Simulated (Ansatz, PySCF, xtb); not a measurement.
Diatomic CdH+, closed-shell singlet (lowest of 2S+1 = 1, 3 at CCSD(T)/def2-TZVPP on PBE0 minima; our sources give no spin for the ground state, which may be another). No spin–orbit coupling.

Constants: fifth-degree fit in 1/R to seven points, most abundant isotopes. Runs in def2 and cc sets follow the lowest solution found near the PBE0 minimum. The singlet is held restricted. HF and MP2 rows in def2 and cc sets belong to the determinant that coupled cluster picked by its CCSD energy.

Codes used: Ansatz (Gaussian orbitals); PySCF for 3-21G rows, LANL2DZ rows; xtb for the GFN methods. Values without a source in brackets are computed. In def2 rows elements past Kr take small-core potentials, without spin–orbit coupling.

```json
[
 {"level": "GFN2-xTB", "r_e (Å)": "1.605", "ω_e (cm⁻¹)": "1556", "ω_e x_e (cm⁻¹)": "44", "α_e (cm⁻¹)": "0.38"},
 {"level": "HF/3-21G", "r_e (Å)": "1.757", "ω_e (cm⁻¹)": "1742", "ω_e x_e (cm⁻¹)": "20", "α_e (cm⁻¹)": "0.12"},
 {"level": "HF/def2-TZVPP", "r_e (Å)": "1.685", "ω_e (cm⁻¹)": "1878", "ω_e x_e (cm⁻¹)": "24", "α_e (cm⁻¹)": "0.13"},
 {"level": "HF/def2-QZVPP", "r_e (Å)": "1.684", "ω_e (cm⁻¹)": "1878", "ω_e x_e (cm⁻¹)": "24", "α_e (cm⁻¹)": "0.13"},
 {"level": "SVWN5/def2-TZVPP", "r_e (Å)": "1.650", "ω_e (cm⁻¹)": "1793", "ω_e x_e (cm⁻¹)": "31", "α_e (cm⁻¹)": "0.18"},
 {"level": "PBE/def2-TZVPP", "r_e (Å)": "1.668", "ω_e (cm⁻¹)": "1749", "ω_e x_e (cm⁻¹)": "31", "α_e (cm⁻¹)": "0.17"},
 {"level": "BP86/LANL2DZ", "r_e (Å)": "1.751", "ω_e (cm⁻¹)": "1600", "ω_e x_e (cm⁻¹)": "28", "α_e (cm⁻¹)": "0.15"},
 {"level": "r2SCAN/def2-TZVPP", "r_e (Å)": "1.651", "ω_e (cm⁻¹)": "1831", "ω_e x_e (cm⁻¹)": "30", "α_e (cm⁻¹)": "0.17"},
 {"level": "B97M-V/def2-TZVPP", "r_e (Å)": "1.680", "ω_e (cm⁻¹)": "1742", "ω_e x_e (cm⁻¹)": "30", "α_e (cm⁻¹)": "0.17"},
 {"level": "B3LYP/LANL2DZ", "r_e (Å)": "1.740", "ω_e (cm⁻¹)": "1644", "ω_e x_e (cm⁻¹)": "26", "α_e (cm⁻¹)": "0.14"},
 {"level": "B3LYP/def2-TZVPP", "r_e (Å)": "1.667", "ω_e (cm⁻¹)": "1783", "ω_e x_e (cm⁻¹)": "30", "α_e (cm⁻¹)": "0.17"},
 {"level": "PBE0/def2-TZVPP", "r_e (Å)": "1.663", "ω_e (cm⁻¹)": "1816", "ω_e x_e (cm⁻¹)": "28", "α_e (cm⁻¹)": "0.16"},
 {"level": "BHLYP/def2-TZVPP", "r_e (Å)": "1.664", "ω_e (cm⁻¹)": "1848", "ω_e x_e (cm⁻¹)": "27", "α_e (cm⁻¹)": "0.15"},
 {"level": "CAM-B3LYP/def2-TZVPP", "r_e (Å)": "1.655", "ω_e (cm⁻¹)": "1854", "ω_e x_e (cm⁻¹)": "28", "α_e (cm⁻¹)": "0.16"},
 {"level": "wB97X-V/def2-TZVPP", "r_e (Å)": "1.654", "ω_e (cm⁻¹)": "1887", "ω_e x_e (cm⁻¹)": "26", "α_e (cm⁻¹)": "0.15"},
 {"level": "wB97M-V/def2-TZVPP", "r_e (Å)": "1.656", "ω_e (cm⁻¹)": "1869", "ω_e x_e (cm⁻¹)": "27", "α_e (cm⁻¹)": "0.15"},
 {"level": "B2PLYP/def2-TZVPP", "r_e (Å)": "1.656", "ω_e (cm⁻¹)": "1830", "ω_e x_e (cm⁻¹)": "31", "α_e (cm⁻¹)": "0.17"},
 {"level": "MP2/def2-TZVPP", "r_e (Å)": "1.624", "ω_e (cm⁻¹)": "1945", "ω_e x_e (cm⁻¹)": "32", "α_e (cm⁻¹)": "0.17"},
 {"level": "MP2/def2-QZVPP", "r_e (Å)": "1.625", "ω_e (cm⁻¹)": "1925", "ω_e x_e (cm⁻¹)": "29", "α_e (cm⁻¹)": "0.16"},
 {"level": "MP2/CBS(def2-TZVPP, def2-QZVPP)", "r_e (Å)": "1.627", "ω_e (cm⁻¹)": "1909", "ω_e x_e (cm⁻¹)": "27", "α_e (cm⁻¹)": "0.16"},
 {"level": "SCS-MP2/def2-TZVPP", "r_e (Å)": "1.636", "ω_e (cm⁻¹)": "1914", "ω_e x_e (cm⁻¹)": "32", "α_e (cm⁻¹)": "0.16"},
 {"level": "SCS-MP2/def2-QZVPP", "r_e (Å)": "1.638", "ω_e (cm⁻¹)": "1893", "ω_e x_e (cm⁻¹)": "29", "α_e (cm⁻¹)": "0.16"},
 {"level": "CCSD/def2-TZVPP", "r_e (Å)": "1.657", "ω_e (cm⁻¹)": "1824", "ω_e x_e (cm⁻¹)": "36", "α_e (cm⁻¹)": "0.18"},
 {"level": "CCSD/def2-QZVPP", "r_e (Å)": "1.660", "ω_e (cm⁻¹)": "1807", "ω_e x_e (cm⁻¹)": "32", "α_e (cm⁻¹)": "0.17"},
 {"level": "CCSD(T)/def2-TZVPP", "r_e (Å)": "1.659", "ω_e (cm⁻¹)": "1792", "ω_e x_e (cm⁻¹)": "39", "α_e (cm⁻¹)": "0.19"},
 {"level": "CCSD(T)/def2-QZVPP", "r_e (Å)": "1.662", "ω_e (cm⁻¹)": "1773", "ω_e x_e (cm⁻¹)": "35", "α_e (cm⁻¹)": "0.18"},
 {"level": "CCSD(T)/CBS(def2-TZVPP, def2-QZVPP)", "r_e (Å)": "1.665", "ω_e (cm⁻¹)": "1759", "ω_e x_e (cm⁻¹)": "32", "α_e (cm⁻¹)": "0.18"}
]
```

Correlated levels freeze the inner cores; with def2 sets outer-core shells near the valence are correlated too. CBS(a, b) extrapolates the correlation energy as X⁻³ and adds the Hartree–Fock energy of set b. Rows in 3-21G, LANL2DZ carry no dispersion term and start afresh at each structure; the Pople sets are all-electron and without relativity. LANL2DZ brings its own core potentials from Na on.

Ansatz is a program for electronic structure.
